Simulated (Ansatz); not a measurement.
`[F][Zr]([F])([F])[Cl]` + H₂Se → `[F][Zr]([F])([F])[SeH]` + HCl at 298.15 K and 1 bar (ligand exchange at a Zr–Cl bond).

Calculated with Ansatz (gas phase, PBE0-D4/def2-TZVP geometries, no zero-point term in ΔE). CCSD(T)/CBS is the MP2 limit (def2-TZVPP, def2-QZVPP) plus CCSD(T) − MP2 in def2-TZVPP, frozen cores. This one scheme is used for every species. def2 core potentials past Kr. For Se, Zr outer-core shells are correlated without core-valence functions, which leaves a few kJ/mol of doubt a bond. Scalar relativity is left out up to krypton. One conformer a species, not always the lowest.

```
                 species  CCSD(T)/CBS energy (Eh)  H − E (kJ/mol)  S (J/(mol·K))
 `[F][Zr]([F])([F])[Cl]`               -806.47035            39.4          345.2
                    H₂Se              -2401.89790            45.8          219.1
`[F][Zr]([F])([F])[SeH]`              -2747.96381            59.1          390.7
                     HCl               -460.38127            26.6          186.8
```

H − E and S are ideal-gas, rigid-rotor, harmonic terms from PBE0-D4/def2-TZVP, for one conformer and one mirror image of each species. 1 Eh = 2625.50 kJ/mol, R = 8.31446 J/(mol·K).

Q: By hand: ΔE, ΔH, ΔS and ΔG.

A: ΔE = (-2747.96381) + (-460.38127) − (-806.47035) − (-2401.89790) = 0.02317 Eh = 60.8 kJ/mol. Δ(H − E) = 59.1 + 26.6 − 39.4 − 45.8 = 0.5, so ΔH = 61.3 kJ/mol. ΔS = 390.7 + 186.8 − 345.2 − 219.1 = 13.2 J/(mol·K). ΔG = 61.3 − 298.15 × (13.2)/1000 = 57.4 kJ/mol.

Q: By hand: the equilibrium constant, and the temperature at which ΔG would vanish if ΔH and ΔS stayed fixed.

A: log₁₀ K = −ΔG/(RT ln 10) = -10.1. ΔG = 0 at ΔH/ΔS = 4644 K, far beyond where these terms or the molecules hold.

The number of gas molecules stays the same, so ΔS is small and ΔH decides. A doubt of 5 kJ/mol in ΔE shifts log₁₀ K by 0.9 here. Other conformers and mirror images would add mixing entropy, several J/(mol·K) or more a flexible species. Modes under 60 cm⁻¹, often nearly free rotors, make the harmonic entropy too high. These are equilibria of isolated gas molecules and say nothing of rates. Largest T1 diagnostic: 0.017 (customary marks: 0.02 for closed shells, 0.045 for open ones).
